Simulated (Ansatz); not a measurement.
Reaction (formal hydrolysis of a C–Cl bond): `OBCCl` + H₂O → `OBCO` + HCl

Computed with Ansatz on PBE0-D4/def2-TZVP structures; ΔE is electronic, products minus reactants. CCSD(T)/CBS is the MP2 limit (def2-TZVPP, def2-QZVPP) plus CCSD(T) − MP2 in def2-TZVPP, frozen cores. This one scheme is used for every species. Functionals use def2-TZVPP. Each species was taken in one conformer, which may not be the lowest.

```
species  BHLYP-D4 energy (Eh)
`OBCCl`            -600.84407
    H₂O             -76.42330
 `OBCO`            -216.43561
    HCl            -460.81729
```

(1) Work out ΔE.

Largest T1 diagnostic among the species: 0.012.

Results:

(1) ΔE = (-216.43561) + (-460.81729) − (-600.84407) − (-76.42330) = 0.01447 Eh = +0.39 eV. CCSD(T)/CBS gives +0.48 eV.

Leaving LDA and LC-ωPBE aside and taking each functional with its dispersion term where it has one, the values, not all of them listed here, spread over 0.09 eV, from CAM-B3LYP-D4 to revPBE-D4. LDA lies −0.04 eV from PBE without D4. In def2-TZVPP, CCSD(T) changes the Hartree–Fock value by +0.09 eV (the triples alone add +0.03 eV) and MP2 by +0.16 eV.
